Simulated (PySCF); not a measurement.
**Where the electron goes**

Silicon tetramer, Si4 (singlet state).
SMILES with atom numbers: `[Si:1]1[Si:2][Si:3][Si:4]1`

Geometry (PBE0-D3(BJ)/def2-SVP, Å), atoms numbered from 1 in this order:
```
atom  x, y, z in Å
Si1    0.3424   -1.9578    0.2785
Si2    1.0660    0.1637    0.8644
Si3   -0.3261    1.9448    0.3543
Si4   -1.0443   -0.1760   -0.2406
```

Theory: PySCF, TDDFT CAM-B3LYP/def2-SVPD, vertical, gas phase, core orbitals frozen in the response.

Kohn–Sham orbitals with the atoms that hold most of them (Löwdin shares over 4%, at most four atoms; ? is withheld):

```json
{"orbital": "HOMO-3", "ε (eV)": "-8.33", "atoms": "Si4 30%, Si2 30%, Si1 20%, Si3 20%"}
{"orbital": "HOMO-2", "ε (eV)": "-8.29", "atoms": "Si3 26%, Si1 26%, Si4 24%, Si2 24%"}
{"orbital": "HOMO-1", "ε (eV)": "-7.64", "atoms": "?"}
{"orbital": "HOMO", "ε (eV)": "?", "atoms": "Si3 41%, Si1 41%, Si2 9%, Si4 9%"}
{"orbital": "LUMO", "ε (eV)": "-2.65", "atoms": "?"}
{"orbital": "LUMO+1", "ε (eV)": "-1.26", "atoms": "Si3 27%, Si1 27%, Si4 23%, Si2 23%"}
{"orbital": "LUMO+2", "ε (eV)": "-1.22", "atoms": "Si2 39%, Si4 39%, Si1 11%, Si3 11%"}
```

Question: Give the leading atoms of the HOMO-1.

Answer: Si2 (bonded to 2 Si) 44%; Si4 (bonded to 2 Si) 44%; Si1 (bonded to 2 Si) 6%; Si3 (bonded to 2 Si) 6%.

Question: Give the leading atoms of the LUMO.

Answer: Si3 (bonded to 2 Si) 35%; Si1 (bonded to 2 Si) 35%; Si4 (bonded to 2 Si) 15%; Si2 (bonded to 2 Si) 15%.

Question: What is the HOMO energy, and the HOMO–LUMO gap?

Answer: ε(HOMO) = -7.49 eV; the gap is 4.84 eV (0.1779 hartree).

Question: How does S1 compare with the orbital gap of 4.84 eV?

Answer: S1 is at 1.56 eV (f = 0.0080), 3.28 eV below the gap, made of HOMO→LUMO (99%). Without the coupling terms of the response equations the lowest excitation would equal the gap.

Question: Give energy, strength and leading configuration of S1, S2 and S3, and follow the Löwdin shares of the leading atoms from the occupied to the empty orbital.

Answer: 
- S1 (1.56 eV, f 0.0080), HOMO→LUMO (99%): Si3 41% → 35%, Si1 41% → 35%
- S2 (1.75 eV, f 0.0000), HOMO-1→LUMO (99%): Si2 44% → 15%, Si4 44% → 15%, Si3 6% → 35%, Si1 6% → 35%
- S3 (2.21 eV, f 0.0000), HOMO-2→LUMO (97%): Si3 26% → 35%, Si1 26% → 35%
